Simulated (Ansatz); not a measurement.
Steps of a relaxation of C2H9OSbSi (`CC[O][SbH][SiH3]`) with RKS PBE0-D4/def2-TZVP.

```sh
$ ansatz run in.yaml --threads 2 --pin off --events-out ev --progress --plain --max-ram 22528MiB --backend cuda --devices 0, --max-vram 18GiB
```

```yaml
crystal:
  periodic: [false, false, false]
  atoms:
    - {symbol: C, position_ang: [-2.330190, -0.790300, -0.179820]}
    - {symbol: C, position_ang: [-1.411900, 0.325740, -0.653650]}
    - {symbol: O, position_ang: [-0.099270, 0.002000, -0.315150]}
    - {symbol: Sb, position_ang: [1.398430, 1.190930, -0.898020]}
    - {symbol: Si, position_ang: [2.805290, -0.190210, 0.716630]}
    - {symbol: H, position_ang: [-3.364220, -0.546950, -0.410420]}
    - {symbol: H, position_ang: [-2.059620, -1.721410, -0.671890]}
    - {symbol: H, position_ang: [-2.220830, -0.923380, 0.893890]}
    - {symbol: H, position_ang: [-1.516820, 0.452450, -1.740760]}
    - {symbol: H, position_ang: [-1.704090, 1.273940, -0.181380]}
    - {symbol: H, position_ang: [1.107170, 2.365840, 0.348720]}
    - {symbol: H, position_ang: [4.196730, 0.271880, 0.640920]}
    - {symbol: H, position_ang: [2.794850, -1.601400, 0.327990]}
    - {symbol: H, position_ang: [2.404470, -0.109130, 2.122930]}
basis:
  gaussian: {orbitals: def2-TZVP}
hamiltonian: {xc: pbe0, dispersion: d4}
relax: {f_tol: 0.005, max_steps: 150}
```

Positions (Å) and forces (eV/Å) along the path, 10 of 20 steps:

```xyz
14
step=1 energy=-18677.0136 eV
C    -2.330   -0.790   -0.180    0.390    0.347   -0.137
C    -1.412    0.326   -0.654   -0.432   -0.059   -0.029
O    -0.099    0.002   -0.315    0.590   -0.067   -0.026
Sb    1.398    1.191   -0.898   -0.520   -0.057    0.289
Si    2.805   -0.190    0.717    0.265    0.046    0.055
H    -3.364   -0.547   -0.410   -0.193   -0.008   -0.017
H    -2.060   -1.721   -0.672   -0.017   -0.145   -0.057
H    -2.221   -0.923    0.894   -0.042   -0.029    0.143
H    -1.517    0.452   -1.741   -0.068    0.052   -0.061
H    -1.704    1.274   -0.181   -0.102    0.072   -0.003
H     1.107    2.366    0.349    0.081   -0.060   -0.184
H     4.197    0.272    0.641    0.410    0.157   -0.052
H     2.795   -1.601    0.328   -0.087   -0.375   -0.241
H     2.404   -0.109    2.123   -0.276    0.127    0.320
14
step=2 energy=-18677.0389 eV
C    -2.401   -0.782   -0.204    0.170    0.154   -0.053
C    -1.461    0.316   -0.663   -0.270   -0.021   -0.002
O    -0.157   -0.048   -0.303    0.436   -0.009    0.227
Sb    1.358    1.128   -0.814    0.126   -0.063   -0.339
Si    2.979   -0.183    0.745   -0.449    0.064    0.011
H    -3.433   -0.527   -0.449   -0.071   -0.010   -0.011
H    -2.142   -1.723   -0.690   -0.020   -0.041   -0.016
H    -2.315   -0.917    0.875   -0.029   -0.011    0.031
H    -1.554    0.453   -1.751    0.022    0.023   -0.003
H    -1.747    1.268   -0.191   -0.010    0.012   -0.007
H     1.129    2.374    0.346   -0.081   -0.026    0.142
H     4.387    0.281    0.679    0.006    0.086   -0.061
H     2.898   -1.592    0.291    0.061   -0.065    0.039
H     2.457   -0.048    2.129    0.108   -0.093    0.040
14
step=3 energy=-18677.0721 eV
C    -2.362   -0.782   -0.194    0.140    0.125   -0.048
C    -1.433    0.323   -0.654   -0.216   -0.057   -0.002
O    -0.119   -0.030   -0.307    0.172   -0.017    0.050
Sb    1.374    1.148   -0.867   -0.019   -0.062    0.025
Si    2.895   -0.189    0.740   -0.059    0.041   -0.024
H    -3.398   -0.535   -0.432   -0.048   -0.005   -0.006
H    -2.100   -1.721   -0.684   -0.013   -0.031   -0.012
H    -2.271   -0.921    0.884   -0.021   -0.008    0.027
H    -1.535    0.465   -1.741    0.013    0.018   -0.006
H    -1.724    1.271   -0.176    0.010    0.016    0.003
H     1.114    2.357    0.335   -0.009    0.004   -0.001
H     4.297    0.296    0.653    0.033    0.025   -0.005
H     2.845   -1.605    0.302    0.021   -0.040   -0.005
H     2.418   -0.078    2.141   -0.004   -0.008    0.004
14
step=4 energy=-18677.0766 eV
C    -2.386   -0.774   -0.202    0.033   -0.030    0.032
C    -1.440    0.318   -0.637    0.097    0.073   -0.029
O    -0.125   -0.041   -0.266   -0.080   -0.054    0.030
Sb    1.372    1.107   -0.868   -0.064    0.042   -0.043
Si    2.913   -0.184    0.733    0.026   -0.069    0.086
H    -3.417   -0.519   -0.464    0.010    0.009   -0.008
H    -2.127   -1.718   -0.685   -0.005   -0.002   -0.005
H    -2.328   -0.917    0.879   -0.006    0.000    0.002
H    -1.512    0.464   -1.725   -0.019    0.013   -0.007
H    -1.723    1.271   -0.163   -0.018   -0.007   -0.006
H     1.133    2.344    0.311    0.003    0.001   -0.011
H     4.300    0.356    0.661   -0.026   -0.004   -0.006
H     2.919   -1.604    0.290    0.033    0.028    0.010
H     2.422   -0.103    2.135    0.016   -0.002   -0.045
14
step=7 energy=-18677.0822 eV
C    -2.420   -0.757   -0.208    0.003   -0.001    0.004
C    -1.446    0.325   -0.606    0.060    0.023   -0.005
O    -0.142   -0.099   -0.266   -0.033    0.034   -0.013
Sb    1.370    0.999   -0.922    0.002    0.010    0.024
Si    2.940   -0.188    0.746   -0.015   -0.031    0.001
H    -3.444   -0.465   -0.455    0.008   -0.002    0.006
H    -2.186   -1.688   -0.730   -0.015    0.009    0.003
H    -2.359   -0.943    0.867   -0.011    0.001   -0.018
H    -1.526    0.527   -1.687   -0.012   -0.020    0.025
H    -1.691    1.265   -0.087    0.001   -0.035   -0.006
H     1.145    2.299    0.191    0.002   -0.012   -0.011
H     4.271    0.481    0.733   -0.013    0.004    0.001
H     3.110   -1.597    0.303    0.009    0.022    0.018
H     2.377   -0.158    2.121    0.014   -0.001   -0.028
14
step=8 energy=-18677.0827 eV
C    -2.431   -0.752   -0.210    0.012   -0.002    0.000
C    -1.446    0.325   -0.598    0.028    0.006    0.001
O    -0.145   -0.115   -0.270   -0.026    0.035   -0.020
Sb    1.373    0.969   -0.936   -0.009   -0.017    0.002
Si    2.947   -0.192    0.747    0.037   -0.012    0.006
H    -3.453   -0.443   -0.447    0.013    0.000    0.007
H    -2.212   -1.677   -0.748   -0.013    0.014    0.007
H    -2.367   -0.955    0.861   -0.008    0.001   -0.016
H    -1.532    0.543   -1.675    0.001   -0.016    0.021
H    -1.679    1.260   -0.064    0.001   -0.025   -0.007
H     1.150    2.285    0.158    0.007   -0.015    0.003
H     4.255    0.525    0.753   -0.041   -0.022    0.001
H     3.178   -1.599    0.318   -0.014    0.060    0.010
H     2.361   -0.174    2.112    0.010   -0.006   -0.015
14
step=14 energy=-18677.0834 eV
C    -2.437   -0.743   -0.205    0.003    0.002   -0.003
C    -1.442    0.320   -0.601   -0.015    0.000    0.000
O    -0.144   -0.133   -0.287    0.004   -0.007    0.002
Sb    1.377    0.948   -0.948    0.004    0.006    0.001
Si    2.951   -0.189    0.750    0.003    0.000    0.001
H    -3.457   -0.413   -0.422    0.002   -0.001    0.001
H    -2.247   -1.668   -0.753    0.000    0.001    0.002
H    -2.362   -0.956    0.863    0.001    0.000    0.001
H    -1.537    0.537   -1.677    0.003    0.001   -0.002
H    -1.661    1.256   -0.065    0.002    0.002    0.000
H     1.150    2.263    0.145   -0.001   -0.002   -0.002
H     4.235    0.564    0.787   -0.005   -0.002   -0.001
H     3.230   -1.580    0.308    0.000    0.001    0.001
H     2.342   -0.206    2.104    0.000   -0.001   -0.002
14
step=16 energy=-18677.0835 eV
C    -2.437   -0.741   -0.201   -0.002    0.003    0.001
C    -1.440    0.319   -0.605   -0.001    0.000   -0.001
O    -0.142   -0.138   -0.294   -0.002   -0.001   -0.001
Sb    1.379    0.947   -0.950    0.001    0.001    0.001
Si    2.950   -0.190    0.751   -0.003    0.001    0.002
H    -3.456   -0.408   -0.413    0.000   -0.001    0.000
H    -2.252   -1.667   -0.748    0.002   -0.001    0.000
H    -2.355   -0.951    0.867    0.001    0.001    0.000
H    -1.538    0.533   -1.681   -0.001    0.000    0.000
H    -1.654    1.257   -0.070    0.001    0.000    0.000
H     1.145    2.260    0.144   -0.001   -0.001    0.001
H     4.227    0.573    0.800    0.002    0.001    0.001
H     3.242   -1.575    0.301    0.001   -0.002    0.000
H     2.332   -0.221    2.100    0.001    0.001   -0.003
14
step=19 energy=-18677.0835 eV
C    -2.435   -0.739   -0.198    0.000   -0.001    0.002
C    -1.439    0.318   -0.610    0.004    0.001    0.000
O    -0.141   -0.139   -0.302   -0.001    0.005    0.001
Sb    1.379    0.953   -0.948    0.003   -0.004   -0.005
Si    2.948   -0.191    0.750   -0.002    0.003   -0.001
H    -3.455   -0.409   -0.410   -0.001    0.000   -0.001
H    -2.251   -1.669   -0.741    0.000   -0.001    0.000
H    -2.351   -0.944    0.871   -0.001    0.000   -0.001
H    -1.541    0.528   -1.686    0.000    0.000    0.001
H    -1.651    1.259   -0.078   -0.001   -0.001   -0.001
H     1.141    2.260    0.153   -0.003   -0.002    0.003
H     4.225    0.573    0.804    0.003    0.000    0.001
H     3.242   -1.575    0.297   -0.001    0.000   -0.001
H     2.328   -0.226    2.098    0.000   -0.001    0.001
14
step=20 energy=-18677.0835 eV
C    -2.435   -0.739   -0.198    0.000    0.000    0.002
C    -1.439    0.318   -0.609    0.004    0.001    0.000
O    -0.141   -0.139   -0.301   -0.001    0.000   -0.001
Sb    1.379    0.952   -0.949   -0.001    0.001    0.000
Si    2.949   -0.190    0.750   -0.002    0.000    0.000
H    -3.455   -0.409   -0.411    0.000    0.000   -0.001
H    -2.250   -1.669   -0.741    0.000    0.000    0.000
H    -2.352   -0.944    0.871   -0.001    0.000    0.000
H    -1.540    0.528   -1.686   -0.001    0.000    0.001
H    -1.651    1.259   -0.078    0.000    0.000    0.000
H     1.140    2.259    0.152    0.000    0.000    0.000
H     4.226    0.573    0.805    0.001    0.000    0.000
H     3.242   -1.574    0.296    0.001   -0.001    0.000
H     2.328   -0.226    2.098    0.000   -0.001    0.000
```

It took 32 s on 2 threads of an AMD EPYC 7R13 on a shared host and a share of an NVIDIA H100 80 GB, with 0.94 GiB of host memory at the peak.
